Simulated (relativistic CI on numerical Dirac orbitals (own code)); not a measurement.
Calculated at this level of theory: Dirac-Coulomb-Breit CI, separate exchange-only KLI orbitals for each configuration, model QED, unscaled Slater integrals (own radial code, finite nucleus).

The strongest absorption lines from the ground level of an ion, among the configurations computed and to levels below about 96.2 eV (vacuum wavelength in nm, gf): 14.654 (0.43), 14.734 (0.29), 14.795 (0.15), 26.081 (1.4), 26.155 (2.7), 26.287 (4.1), 50.633 (0.12), 51.565 (0.18).

(1) Which ion is it?
A. Ti VIII
B. Ca VI
C. Ti X
D. Fe XII

Answers

(1) A. Ti VIII has 15 electrons and the ground level 3s²3p³ ⁴S°3/2; the strongest line goes to 3s²3p²3d ⁴P5/2. The pattern of lines fixes the number of electrons, and along that sequence the line energies rise steadily with the charge (about as its square where n changes within one kind of shell, about linearly where n is kept but much faster in heavy ions where fine structure, which grows about as Z⁴, sets the gap, and irregularly where shells cross), which fixes Z. Configurations outside the model, such as inner-shell arrays, can give stronger lines. At this charge configurations can still be misplaced by up to about 7 % of their energy. 9 of the 9 excited levels that our extract of the measured tables holds in this range could be paired (the sources list more); they are missed by 8622 cm⁻¹ on average and 15911 at most, and levels without a partner can miss by more. Some levels of the ground configuration have no partner and can miss by 10 % or more.

LS names give the leading component of a level, which can be under half, so a name can repeat, a term be missing and a line seem to break the LS rules.
